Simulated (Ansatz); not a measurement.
The same path of H2O + H4Sn (8 atoms, charge 0, multiplicity 1) was run twice with different band settings. Lost on the way: Sn1–H2, O6–H8. Made: Sn1–O6, H2–H8.

Method: RKS BLYP/def2-SVP in Ansatz 0.2.0.

Relaxed end points:

```xyz
8
Properties=species:S:1:pos:R:3
Sn 0.361 0.044 -0.150
H 0.378 -0.092 1.578
H 2.016 -0.021 -0.687
H -0.322 1.546 -0.653
H -0.472 -1.304 -0.846
O -2.691 0.030 1.031
H -2.803 -0.936 0.923
H -2.364 0.104 1.950
```

```xyz
8
Properties=species:S:1:pos:R:3
Sn -0.150 -0.062 -0.915
H -1.575 0.480 3.650
H 1.401 -0.616 -0.356
H -0.182 1.637 -1.213
H -0.677 -0.983 -2.294
O -1.526 -0.258 0.571
H -1.636 -1.200 0.816
H -1.553 0.371 2.888
```

Common settings: movable images 7; climbing image yes; optimiser quadratic models (default); start path through a guess of the saddle point; force threshold 0.05 eV/Å; iteration limit 60; end points relaxed.

| run | spring |
| --- | --- |
| 1 | 5.0 eV/Å² |
| 2 | 20.0 eV/Å² |

Task: What does each run give, and how far can it be trusted?

Result: Run 1: converged after 34 iterations, highest image 1.420 eV above the first end. A vibrational analysis at the climbing image gives one clearly imaginary mode, 1264i cm⁻¹: a first-order saddle point.
Run 2: converged after 20 iterations, highest image 1.420 eV above the first end. Another band between the same ends (7 images) ends at a top of the same energy, where a vibrational analysis finds 1 clearly imaginary mode.
The orbitals stay closed-shell, which can raise the energy where a bond breaks towards radicals; this wasn't checked here.
